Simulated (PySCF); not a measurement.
SMILES [SiH3][O][AlH][O][SiH3], CAM-B3LYP/def2-SVP optimised geometry.

```
12

Al    -1.58    -1.99     2.71
H     -3.10    -2.12     3.04
O     -0.43    -2.68     3.73
Si     0.77    -3.31     4.66
H      0.70    -2.74     6.03
H      2.11    -2.98     4.08
H      0.63    -4.79     4.74
O     -1.09    -1.16     1.32
Si    -0.51    -0.37     0.00
H     -0.98     1.04     0.00
H     -0.98    -1.04    -1.24
H      0.98    -0.37     0.00
```

Density from CAM-B3LYP/def2-TZVP (PySCF) at that geometry.

Minimum of the electron density along straight lines between bonded atoms, close to the bond critical point (lines longer than 1.1 times the sum of covalent radii, or with two minima, are not listed):

```json
[
 {"bond": "Al1–H2", "length / Å": "1.562", "ρ at the minimum / e bohr⁻³": "0.088", "∇²ρ there / e bohr⁻⁵": "0.21", "position (fraction from the first atom)": "0.51"},
 {"bond": "Al1–O3", "length / Å": "1.687", "ρ at the minimum / e bohr⁻³": "0.109", "∇²ρ there / e bohr⁻⁵": "0.81", "position (fraction from the first atom)": "0.43"},
 {"bond": "O3–Si4", "length / Å": "1.645", "ρ at the minimum / e bohr⁻³": "0.134", "∇²ρ there / e bohr⁻⁵": "0.82", "position (fraction from the first atom)": "0.59"},
 {"bond": "Si4–H5", "length / Å": "1.489", "ρ at the minimum / e bohr⁻³": "0.123", "∇²ρ there / e bohr⁻⁵": "0.13", "position (fraction from the first atom)": "0.49"},
 {"bond": "Si4–H6", "length / Å": "1.490", "ρ at the minimum / e bohr⁻³": "0.123", "∇²ρ there / e bohr⁻⁵": "0.13", "position (fraction from the first atom)": "0.49"},
 {"bond": "Si4–H7", "length / Å": "1.489", "ρ at the minimum / e bohr⁻³": "0.123", "∇²ρ there / e bohr⁻⁵": "0.13", "position (fraction from the first atom)": "0.49"},
 {"bond": "Al1–O8", "length / Å": "1.687", "ρ at the minimum / e bohr⁻³": "0.108", "∇²ρ there / e bohr⁻⁵": "0.81", "position (fraction from the first atom)": "0.43"},
 {"bond": "O8–Si9", "length / Å": "1.645", "ρ at the minimum / e bohr⁻³": "0.134", "∇²ρ there / e bohr⁻⁵": "0.82", "position (fraction from the first atom)": "0.59"},
 {"bond": "Si9–H10", "length / Å": "1.489", "ρ at the minimum / e bohr⁻³": "0.123", "∇²ρ there / e bohr⁻⁵": "0.13", "position (fraction from the first atom)": "0.49"},
 {"bond": "Si9–H11", "length / Å": "1.489", "ρ at the minimum / e bohr⁻³": "0.123", "∇²ρ there / e bohr⁻⁵": "0.13", "position (fraction from the first atom)": "0.49"},
 {"bond": "Si9–H12", "length / Å": "1.490", "ρ at the minimum / e bohr⁻³": "0.123", "∇²ρ there / e bohr⁻⁵": "0.13", "position (fraction from the first atom)": "0.49"}
]
```
